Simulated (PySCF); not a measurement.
CH5BFNO, SMILES NB(O)CF. Atoms are numbered in the order given.

```xyz
10

N      1.3731     0.5624     0.0000
B     -0.0290     0.5671     0.0000
O     -0.8189     1.6854     0.0000
C     -0.7786    -0.8320     0.0000
F      0.1242    -1.8856     0.0000
H      1.8577    -0.3260     0.0000
H      1.9756     1.3731     0.0000
H     -0.3279     2.5114     0.0000
H     -1.4333    -0.9264    -0.8855
H     -1.4333    -0.9264     0.8855
```

Coordinates come from a PBE0-D3(BJ)/def2-SVP optimisation. This is a generated structure with no PubChem entry under its InChIKey; it may be hypothetical. One conformer was computed; it need not be the lowest.

These are KT2/pcSseg-1 in PySCF values and carry that method's errors.

GIAO shieldings, no solvent; atoms listed in one row are averaged. δ = σ(ref) − σ: ¹⁵N against NH3 (σ = 266.2 ppm); ¹¹B against BF3 (σ = 89.8 ppm); ¹⁷O against H2O (σ = 330.4 ppm); ¹³C against TMS (σ = 185.1 ppm); ¹⁹F against CFCl3 (σ = 127.1 ppm); ¹H against TMS (σ = 31.47 ppm), references at their B3LYP-D3(BJ)/def2-TZVP geometries, non-relativistic.

Computed chemical shifts:
```csv
nucleus,atoms,count,δ (ppm)
¹⁵N,N1,1,71.9
¹¹B,B2,1,16.7
¹⁷O,O3,1,93.8
¹³C,C4,1,77.6
¹⁹F,F5,1,-335.0
¹H,"H9, H10",2,4.68
¹H,H6,1,3.57
¹H,H8,1,3.01
¹H,H7,1,2.43
```
